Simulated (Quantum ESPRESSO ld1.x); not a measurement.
One sound ld1.x (Quantum ESPRESSO 7.5) input for the ruthenium ion Ru+ gives E = -4438.7492 hartree in 35 iterations:

```
 &input
    zed=44.0,
    iswitch=1,
    rel=0,
    lsd=1,
    dft='PW',
    config='[Kr] 4d7',
    verbosity='high',
    prefix='ld1',
    max_out_wfc=37,
    file_charge='ld1.rho',
 /
```

Changed or added lines, one case at a time, and what came of them:

- dft='B3LPY': silently wrong. The misspelt name is read as B3LYP (index line 7 12 9 7), and as for B3LYP no exact exchange is computed, so the numbers are not those of the hybrid.
- dx=0.06: inaccurate. The radial step is too large to integrate the orbitals; the run ends without a warning, but the energy is off by -0.001108 hartree against the default mesh.
- config='[Kr] 4d7 4d7': refused. The program stops in occ_spin with "wrong occupations": a shell may stand twice only as spin up and down (lsd = 1) or as its two j (rel = 2, l > 0), within their capacities.
- beta=2.0: harmless. The Broyden-type mixing copes: 32 iterations against 35, same energy.
- zed=104.0: refused. The program stops in ld1_readin with "wrong nuclear charge zed: 104.00": zed must lie above 0 and at most 103.
- dft='HF': refused. The program stops in ld1_setup with "HF not implemented yet": ld1.x has no Hartree-Fock; KLI and OEP are its exact-exchange options.
- config='[Kr] 4d7 5d-1': harmless. A negative occupation marks a state as unused; the result equals that of the sound run.
